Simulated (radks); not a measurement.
Eu, 63 electrons, occupied as [Xe] 4f7 6s2.

All-electron calculation, Dirac Kohn-Sham, PBE, spin-unpolarised, spherical densities, finite nucleus; open shells are shared between the two j in proportion to 2j + 1; Fermi nuclear charge, rms radius 5.1115 fm. Program: a radial shooting solver on a logarithmic mesh with Libxc functionals.

Energy parts (eV):
total: -295281.34
kinetic: 321024.30
electron-nucleus: -724572.18
Hartree: 114883.84
exchange-correlation: -6617.30

Orbitals (lengths in bohr, moments of r in powers of bohr; <r^-3> diverges for s and p1/2; r(90%) holds 90 % of the orbital's charge):
| orbital | occ. | eigenvalue (eV) | <r^-3> | <1/r> | r(90%) | small-component weight |
|---|---|---|---|---|---|---|
| 1s1/2 | 2 | -48313.33 | - | 70.22 | 0.0403 | 5.50e-02 |
| 2s1/2 | 2 | -7929.987 | - | 16.72 | 0.147 | 1.21e-02 |
| 2p1/2 | 2 | -7523.658 | - | 16.70 | 0.130 | 1.22e-02 |
| 2p3/2 | 4 | -6875.639 | 9386 | 14.82 | 0.139 | 1.13e-02 |
| 3s1/2 | 2 | -1745.020 | - | 6.087 | 0.366 | 3.82e-03 |
| 3p1/2 | 2 | -1569.432 | - | 6.002 | 0.359 | 3.76e-03 |
| 3p3/2 | 4 | -1437.332 | 1975 | 5.528 | 0.377 | 3.52e-03 |
| 3d3/2 | 4 | -1133.347 | 330.6 | 5.404 | 0.349 | 3.40e-03 |
| 3d5/2 | 6 | -1104.604 | 295.1 | 5.285 | 0.354 | 3.33e-03 |
| 4s1/2 | 2 | -346.4213 | - | 2.539 | 0.813 | 1.21e-03 |
| 4p1/2 | 2 | -278.5773 | - | 2.432 | 0.843 | 1.13e-03 |
| 4p3/2 | 4 | -249.4332 | 436.6 | 2.272 | 0.885 | 1.05e-03 |
| 4d3/2 | 4 | -137.7346 | 61.66 | 2.051 | 0.975 | 8.82e-04 |
| 4d5/2 | 6 | -132.5055 | 54.29 | 2.011 | 0.991 | 8.59e-04 |
| 5s1/2 | 2 | -44.5862 | - | 0.9631 | 1.99 | 2.50e-04 |
| 5p1/2 | 2 | -26.4400 | - | 0.8430 | 2.30 | 1.95e-04 |
| 5p3/2 | 4 | -22.6486 | 55.80 | 0.7851 | 2.45 | 1.73e-04 |
| 6s1/2 | 2 | -3.6233 | - | 0.2937 | 6.32 | 2.47e-05 |
| 4f5/2 | 3 | -3.0626 | 6.961 | 1.418 | 1.70 | 4.70e-04 |
| 4f7/2 | 4 | -2.4468 | 6.678 | 1.396 | 1.75 | 4.59e-04 |
| 5d3/2 | 0 | -1.6703 | 2.259 | 0.4157 | 5.56 | 4.92e-05 |
| 5d5/2 | 0 | -1.4888 | 1.867 | 0.3986 | 5.82 | 4.52e-05 |
| 6p1/2 | 0 | -1.3333 | - | 0.2153 | 8.75 | 1.27e-05 |
| 6p3/2 | 0 | -1.1423 | 2.836 | 0.2023 | 9.29 | 1.14e-05 |

The highest occupied level is 4f7/2 at -2.447 eV. The electron density at the nucleus is 5.792e+05 e/bohr^3.
